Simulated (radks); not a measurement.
Spherical quantum dot in the effective-mass picture: electrons in a parabolic well V = omega^2 r^2 / 2 with omega = 0.802, with a point charge +1 (a donor) at the centre, all in effective atomic units (hartree* = m*/eps^2 hartree, bohr* = eps/m* bohr), one dielectric constant everywhere. Calculated with a radial shooting solver with Libxc functionals: non-relativistic Kohn-Sham, LDA (Slater exchange, Perdew-Wang correlation), spin-polarised, spherical densities. Levels are named by radial order and angular momentum (1s, 1p, 1d, 2s, ...), and open shells are averaged over m. Results are scaled to m* = 0.099 and eps = 9.4, for which hartree* = 30.49 meV and bohr* = 5.025 nm.

N = 6, configuration 1s2 1p(up 3, down 1). This is the lowest configuration that the search found. Occupied and some empty levels:

level    occupation  eigenvalue (meV)  <r> (nm)
1s up             1            97.598     6.211
1s down           1            99.515     6.147
1p up             3            121.52     9.302
1p down           1            123.73     9.353
2s up             0            136.50     9.685
2s down           0            137.96     9.773
1d up             0            141.68     11.04
1d down           0            143.66     11.13
1f up             0            162.33     12.42
1f down           0            163.99     12.51

Energy (meV): total 409.115, kinetic 140.83, external 41.912, Hartree 298.57, exchange-correlation -72.198.
